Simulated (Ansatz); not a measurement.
Two spin states of SF-, each at its own minimum; 2S+1 = 1, 3, 5 were tried, and our sources give no spin for the ground state.

```json
[
 {"level": "PBE/def2-TZVPP", "energy of the multiplicity-3 state above the multiplicity-1 state (kcal/mol)": "27.26", "minus CCSD(T)/def2-TZVPP": "-6.38"},
 {"level": "PBE0/def2-TZVPP", "energy of the multiplicity-3 state above the multiplicity-1 state (kcal/mol)": "29.90", "minus CCSD(T)/def2-TZVPP": "-3.74"},
 {"level": "wB97X-V/def2-TZVPP", "energy of the multiplicity-3 state above the multiplicity-1 state (kcal/mol)": "34.01", "minus CCSD(T)/def2-TZVPP": "0.37"},
 {"level": "CCSD/def2-TZVPP", "energy of the multiplicity-3 state above the multiplicity-1 state (kcal/mol)": "32.95", "minus CCSD(T)/def2-TZVPP": "-0.69"},
 {"level": "CCSD(T)/def2-TZVPP", "energy of the multiplicity-3 state above the multiplicity-1 state (kcal/mol)": "33.64", "minus CCSD(T)/def2-TZVPP": "0.00"}
]
```

 The comparison column counts from a level with limits of its own.

The rows run from 27.26 (PBE/def2-TZVPP) to 34.01 kcal/mol (wB97X-V/def2-TZVPP). The 3 functionals in def2-TZVPP without D3 or D4 span 6.75, from PBE to wB97X-V.

Each state is the lowest solution found for its spin in def2 and cc sets. The singlet is a restricted closed-shell determinant, which can mix singlet states where a π or δ shell is part-filled.

Cores are frozen in the correlated methods.

Programs: Ansatz (Gaussian basis) for Hartree–Fock, density functionals and correlated methods.

Ansatz is a first-principles code.
